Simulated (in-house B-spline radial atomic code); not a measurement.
Values are calculated unless marked as measured or tabulated.
C6 from the polarisability at imaginary frequency: the lead ion Pb⁴⁺

LDA exchange-only linear response of the closed shell [Xe] 4f14 5d10, from an all-electron radial atomic-structure program (B-spline basis); scalar-relativistic (spin-free one-electron X2C), finite nucleus, no spin-orbit coupling; shells from n = 3 respond.

The dispersion coefficient of two like species is C6 = (3/π) ∫ α(iu)² du from 0 to ∞.

| u (hartree) | α(iu) (bohr³) |
| --- | --- |
| 0 | 3.944 |
| 0.335 | 3.754 |
| 0.783 | 3.159 |
| 1.34 | 2.418 |
| 2.24 | 1.585 |
| 3.35 | 1.011 |
| 5.03 | 0.5905 |
| 7.83 | 0.3125 |
| 11.2 | 0.1844 |
| 16.8 | 0.1007 |
| 28 | 0.04587 |
| 55.9 | 0.01479 |

(1) Fit one oscillator, α(iu) = α(0)/(1 + u²/ω²), through u = 2.24 and estimate C6.

(2) How does that compare with the full integral?

Results:

(1) From α(0)/α(iu) − 1 = 3.944/1.585 − 1 = 1.4883, ω = u/√1.4883 = 1.8361 hartree (50.0 eV). London's formula gives C6 = (3/4) α(0)² ω = 0.75 × 3.944² × 1.8361 = 21.42 hartree·bohr⁶, and the oscillator holds f = α(0) ω² = 13.30 electrons, of a sum of oscillator strengths of 71.6.

(2) The program's quadrature over all excitations gives C6 = 21.05, so the single oscillator is off by +1.7 %. At the last point the fit gives α = 0.00425 against 0.0148: higher excitations, and deeper shells where there are any, keep the true curve higher at large u.
